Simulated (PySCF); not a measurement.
Work out the structure from these simulated measurements.

Elements present: C, H, O and Si. Monoisotopic mass: 90.0501 u.

| Item | Value |
| --- | --- |
| Rotational structure | rotational constants A, B, C: 3.394, 3.336, 3.146 GHz [PBE0-D3(BJ)/def2-TZVP] |
| Dipole | 1.34 D [B97-2/pcSseg-2] |
| NMR, other nuclei | isotropic shieldings of nuclei other than C and H, by class: 285 (1 O), 331 (1 Si) ppm [GIAO B97-2/pcSseg-2] |
| 1H NMR | chemical shifts (computed TMS as zero) by class: 0.59 (1 H), 0.08 (9 H) ppm [GIAO B97-2/pcSseg-2] |
| 13C NMR | chemical shifts (computed TMS as zero) by class: 1.1 (3 C) ppm [GIAO B97-2/pcSseg-2] |

Gas-phase values; electronic properties from PySCF, density fitting. Levels stand in brackets. Geometry: PBE0-D3(BJ)/def2-TZVP; no solvent, vibrations or thermal averaging. NMR values are class means; diastereotopic atoms form classes of their own.

Problem. Which formula fits the mass and the elements?

Solution. C3H10OSi (calculated 90.0501). No other formula that holds each of these elements comes within 0.0003 u with a fitting electron parity and a possible valence count.

Problem. Propose a structure and show how it fits.

Solution. Numbering: `[CH3:1][Si:2]([CH3:3])([CH3:4])[OH:5]`. Its formula, C3H10OSi, gives 0 degrees of unsaturation, so no ring and no π bond. 3 carbons fall into 1 class: Si-methyl carbon [C1/C3/C4] (1.1 ppm, 3 C, up to 2.6 ppm apart in this geometry). Hydrogen classes from least to most shielded: 1 H on a silanol oxygen, O5 (0.59 ppm), 9 H on 3 Si-methyl carbons, C1/C3/C4 (0.08 ppm). The other shieldings belong to: 285 ppm, silanol oxygen [O5]; 331 ppm, oxygen-bound silicon [Si2]. By its constants the optimised geometry is a nearly oblate symmetric top. Structure: `C[Si](C)(C)O`. The assignments are read from this structure; whether some other isomer fits the data as well wasn't checked.

Conformer computed: `[CH3:1][Si:2]([CH3:3])([CH3:4])[OH:5]`: H–O5–Si2–C1 -66°.
